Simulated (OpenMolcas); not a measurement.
Computed transition rates of W³⁺

| Item | Value |
| --- | --- |
| Program | OpenMolcas |
| Method | MS-CASPT2, IPEA 0.25 Eh, imaginary shift 0.1 Eh (closed shells correlated: 5s 5p) |
| Basis | ANO-RCC-VTZP [8s7p5d3f2g1h] |
| Scalar Hamiltonian | DKH2, point nucleus |
| Active space | 3 electrons in 10 orbitals (5d 6d) |
| State averaging | 2S+1 = 4 even, 10 roots; 2S+1 = 2 even, 40 roots |
| Spin-orbit coupling | RASSI with atomic mean-field integrals over the reference wave functions, term energies averaged over their components |

Rates come from the transition moments of the reference wave functions (E1 and E2 in the length form). At fixed line strength A goes as λ^-3 for E1 and M1 and as λ^-5 for E2, so a rate at the computed wavelength can be rescaled to the measured one. Measured vacuum wavelengths follow from level energies in the list in J. Phys. B 45, 035001 (2012). Branching counts decays inside the model space alone, at computed energies, and the table is only a selection of the E2 and M1 lines, drawn from those between levels with measured partners whose computed energy lies within a factor of 1.5 of the measured one.

```json
{"Upper": "5d³ ⁴F_9/2 [74 %]", "Lower": "5d³ ⁴F_7/2", "Type": "M1", "λ computed (nm)": "3757", "λ measured (nm)": "3981", "A computed (s-1)": "4.21e-01", "A rescaled (s-1)": "3.54e-01", "Branching %": "100.0"}
{"Upper": "5d³ ⁴F_7/2", "Lower": "5d³ ⁴F_5/2", "Type": "M1", "λ computed (nm)": "3007", "λ measured (nm)": "3118", "A computed (s-1)": "1.41e+00", "A rescaled (s-1)": "1.26e+00", "Branching %": "100.0"}
{"Upper": "5d³ ⁴F_5/2", "Lower": "5d³ ⁴F_3/2", "Type": "M1", "λ computed (nm)": "2712", "λ measured (nm)": "2827", "A computed (s-1)": "1.95e+00", "A rescaled (s-1)": "1.72e+00", "Branching %": "100.0"}
{"Upper": "5d³ ²D_5/2(1)", "Lower": "5d³ ⁴P_5/2", "Type": "M1", "λ computed (nm)": "1563", "λ measured (nm)": "1793", "A computed (s-1)": "6.97e-01", "A rescaled (s-1)": "", "Branching %": "5.2"}
{"Upper": "5d³ ²G_7/2", "Lower": "5d³ ⁴F_7/2", "Type": "M1", "λ computed (nm)": "1103", "λ measured (nm)": "1174", "A computed (s-1)": "2.68e+00", "A rescaled (s-1)": "", "Branching %": "29.4"}
{"Upper": "5d³ ⁴P_5/2", "Lower": "5d³ ⁴F_7/2", "Type": "M1", "λ computed (nm)": "898.1", "λ measured (nm)": "957.4", "A computed (s-1)": "4.70e-01", "A rescaled (s-1)": "", "Branching %": "9.5"}
{"Upper": "5d³ ²G_7/2", "Lower": "5d³ ⁴F_5/2", "Type": "M1", "λ computed (nm)": "807", "λ measured (nm)": "853", "A computed (s-1)": "6.39e+00", "A rescaled (s-1)": "", "Branching %": "70.2"}
{"Upper": "5d³ ²F_5/2", "Lower": "5d³ ⁴P_5/2", "Type": "M1", "λ computed (nm)": "789.9", "λ measured (nm)": "930.4", "A computed (s-1)": "1.19e+00", "A rescaled (s-1)": "", "Branching %": "16.6"}
{"Upper": "5d³ ²H_11/2", "Lower": "5d³ ⁴F_9/2 [74 %]", "Type": "M1", "λ computed (nm)": "708.1", "λ measured (nm)": "771.2", "A computed (s-1)": "1.38e+00", "A rescaled (s-1)": "", "Branching %": "43.1"}
{"Upper": "5d³ ⁴P_5/2", "Lower": "5d³ ⁴F_5/2", "Type": "M1", "λ computed (nm)": "691.6", "λ measured (nm)": "732.5", "A computed (s-1)": "4.22e-01", "A rescaled (s-1)": "", "Branching %": "8.5"}
{"Upper": "5d³ ²F_7/2", "Lower": "5d³ ²G_7/2", "Type": "M1", "λ computed (nm)": "680.7", "λ measured (nm)": "760.4", "A computed (s-1)": "2.48e+00", "A rescaled (s-1)": "", "Branching %": "30.5"}
{"Upper": "5d³ ²F_5/2", "Lower": "5d³ ²G_7/2", "Type": "M1", "λ computed (nm)": "679", "λ measured (nm)": "788.8", "A computed (s-1)": "1.48e+00", "A rescaled (s-1)": "", "Branching %": "20.8"}
{"Upper": "5d³ ²D_5/2(2)", "Lower": "5d³ ²F_5/2", "Type": "M1", "λ computed (nm)": "624.2", "λ measured (nm)": "651.5", "A computed (s-1)": "8.58e+00", "A rescaled (s-1)": "", "Branching %": "15.2"}
{"Upper": "5d³ ²D_5/2(2)", "Lower": "5d³ ²F_7/2", "Type": "M1", "λ computed (nm)": "622.7", "λ measured (nm)": "672.3", "A computed (s-1)": "4.82e+00", "A rescaled (s-1)": "", "Branching %": "8.5"}
{"Upper": "5d³ ²D_5/2(1)", "Lower": "5d³ ⁴F_7/2", "Type": "M1", "λ computed (nm)": "570.4", "λ measured (nm)": "624.2", "A computed (s-1)": "8.60e+00", "A rescaled (s-1)": "", "Branching %": "64.7"}
{"Upper": "5d³ ²D_5/2(1)", "Lower": "5d³ ⁴F_5/2", "Type": "M1", "λ computed (nm)": "479.5", "λ measured (nm)": "520.1", "A computed (s-1)": "1.55e+00", "A rescaled (s-1)": "", "Branching %": "11.7"}
{"Upper": "5d³ ²F_7/2", "Lower": "5d³ ⁴F_9/2 [74 %]", "Type": "M1", "λ computed (nm)": "474", "λ measured (nm)": "522", "A computed (s-1)": "3.45e+00", "A rescaled (s-1)": "", "Branching %": "42.4"}
{"Upper": "5d³ ²F_7/2", "Lower": "5d³ ⁴F_7/2", "Type": "M1", "λ computed (nm)": "420.9", "λ measured (nm)": "461.5", "A computed (s-1)": "2.47e-01", "A rescaled (s-1)": "", "Branching %": "3.0"}
{"Upper": "5d³ ²F_7/2", "Lower": "5d³ ⁴F_5/2", "Type": "M1", "λ computed (nm)": "369.2", "λ measured (nm)": "402", "A computed (s-1)": "1.10e+00", "A rescaled (s-1)": "", "Branching %": "13.5"}
{"Upper": "5d³ ²D_5/2(2)", "Lower": "5d³ ⁴P_5/2", "Type": "M1", "λ computed (nm)": "348.7", "λ measured (nm)": "383.2", "A computed (s-1)": "1.18e+01", "A rescaled (s-1)": "", "Branching %": "20.9"}
{"Upper": "5d³ ²D_5/2(2)", "Lower": "5d³ ²G_7/2", "Type": "M1", "λ computed (nm)": "325.2", "λ measured (nm)": "356.8", "A computed (s-1)": "1.81e+00", "A rescaled (s-1)": "", "Branching %": "3.2"}
{"Upper": "5d³ ²F_5/2", "Lower": "5d³ ⁴F_3/2", "Type": "M1", "λ computed (nm)": "324.6", "λ measured (nm)": "357.9", "A computed (s-1)": "2.38e+00", "A rescaled (s-1)": "", "Branching %": "33.4"}
{"Upper": "5d³ ²F_5/2", "Lower": "5d³ ⁴F_3/2", "Type": "E2", "λ computed (nm)": "324.6", "λ measured (nm)": "357.9", "A computed (s-1)": "2.98e-01", "A rescaled (s-1)": "", "Branching %": "4.2"}
{"Upper": "5d³ ²D_5/2(2)", "Lower": "5d³ ⁴F_9/2 [74 %]", "Type": "E2", "λ computed (nm)": "269.2", "λ measured (nm)": "293.9", "A computed (s-1)": "3.24e+00", "A rescaled (s-1)": "", "Branching %": "5.7"}
{"Upper": "5d³ ²D_5/2(2)", "Lower": "5d³ ⁴F_7/2", "Type": "M1", "λ computed (nm)": "251.2", "λ measured (nm)": "273.7", "A computed (s-1)": "2.20e+00", "A rescaled (s-1)": "", "Branching %": "3.9"}
```

Spin-changing lines and M1 lines between different terms are not rescaled, since their strength hangs on the term gaps too.

The largest correction is for 5d³ ⁴F_9/2 [74 %] → 5d³ ⁴F_7/2 (M1): 4.21e-01 × (3757 / 3981)^3 = 3.54e-01 s-1, a factor of 0.84.

The computed rate and branching of 5d³ ⁴F_5/2 → 5d³ ⁴F_3/2 give the upper level a radiative lifetime of 1.000 / 1.95e+00 s-1 = 5.13e-01 s, counting decays inside the model space alone. The rescaled rate gives about 5.8e-01 s.

The computed order of these levels differs from the measured one in 1 place, and where term gaps are wrong the rates of spin-changing lines can be off by large factors.

These are rates of the free ion; in crystals, glasses and complexes forced electric-dipole and non-radiative decay shorten such lifetimes by orders of magnitude. No measured rate stands beside these. Rescaling mends the energy factor alone: line strengths can still be far off where a level mixes with configurations outside the active space, and weak or spin-changing lines hang on small mixing coefficients that depend on the term gaps too, so rescaling need not improve them.

CASPT2 does not keep the components of a term degenerate, so their means are used; among the terms shown or strongly mixed into the levels shown the widest spread is 510 cm-1 (5d³ ⁴F). Over all roots computed the reference weight is 0.90 to 0.96; the roots of lowest weight are the least certain, and an intruder state may touch them. Active for correlation alone: 6d; no level in the range computed is led by a configuration that fills it, so any true level of that kind is missing. Measured partners are found by configuration, term and J. A level has none where our copy of the source lacks it or the pairing is in doubt (some pairs that miss far off the trend of their configuration count as doubtful). Only configurations of the active space appear.

A share in square brackets marks a mixed level and gives the weight of the term that names it. A number in round brackets counts repeated terms of one configuration in the order of the reference energies.
